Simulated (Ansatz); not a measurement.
Reaction (substitution at a C–C bond): `CC(C)N[SiH3]` + `OCO` → `COCO` + `CCN[SiH3]`

Program: Ansatz. Geometries: PBE0-D4/def2-TZVP. ΔE: electronic, gas phase. CCSD(T)/CBS is the MP2 limit (def2-TZVPP, def2-QZVPP) plus CCSD(T) − MP2 in def2-TZVPP, frozen cores. This one scheme is used for every species. Functionals use def2-TZVPP. B3LYP here is the variant with VWN-RPA as its local correlation; programs differ in this. Each species was taken in one conformer, which may not be the lowest.

Q: Is it downhill or uphill in electronic energy at CCSD(T)/CBS, and by how much? (Best estimate.)

A: Ansatz gave: Uphill: ΔE = +54.4 kJ/mol.

Q: What do these levels give: r2SCAN-D4, B3LYP-D4, ωB97M-V, PBE, r2SCAN, B3LYP, HF/def2-TZVPP, CCSD/def2-TZVPP, CCSD(T)/def2-TZVPP, SCS-MP2/def2-QZVPP, HF/CBS(def2), MP2/CBS(def2)? (Estimate.)

A: Computed: r2SCAN-D4 49.3, B3LYP-D4 45.0, ωB97M-V 50.8, PBE 44.3, r2SCAN 48.1, B3LYP 38.4, HF/def2-TZVPP 35.8, CCSD/def2-TZVPP 50.5, CCSD(T)/def2-TZVPP 51.9, SCS-MP2/def2-QZVPP 52.3, HF/CBS(def2) 35.6, MP2/CBS(def2) 59.9 kJ/mol.

Largest T1 diagnostic among the species: 0.011.

In def2-TZVPP, CCSD(T) changes the Hartree–Fock value by +16.1 kJ/mol (the triples alone add +1.4 kJ/mol) and MP2 by +21.6 kJ/mol. The D4 term adds +6.6 kJ/mol with B3LYP and +3.7 kJ/mol with PBE0; it sums over pairs of atoms, weighted by their polarisabilities, and B3LYP, whose exchange is more repulsive, gets the larger term.
